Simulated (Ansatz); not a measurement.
Consider the substitution at a C–Ge bond: `[CH3][Ge][Cl]` + `F[SiH](S)S` → `CS[SiH](F)S` + `[Cl][GeH]`.

Computed with Ansatz on PBE0-D4/def2-TZVP structures; ΔE is electronic, products minus reactants. CCSD(T)/CBS adds triple-zeta CCSD(T) − MP2 to the extrapolated MP2 energy (def2 sets, frozen cores). Functionals use def2-TZVPP. For Ge outer-core shells are correlated without core-valence functions, which leaves a few kJ/mol of doubt a bond. Scalar relativity is left out up to krypton. Each species was taken in one conformer, which may not be the lowest.

```tsv
level	ΔE (eV)
LDA (SPW92)	0.57
PBE-QIDH	0.59
```

**Question.** What does CCSD(T)/CBS give? (Estimate.)

**Answer.** Computed: +0.60 eV. The listed levels differ from it by -0.03, -0.01 eV.

Largest T1 diagnostic among the species: 0.013.

Leaving LDA and LC-ωPBE aside and taking each functional with its dispersion term where it has one, the values, not all of them listed here, spread over 0.09 eV, from revPBE-D4 to PBE-QIDH. At CCSD(T), def2-SVP lies −0.09 eV from the extrapolated value and def2-TZVPP +0.00 eV.
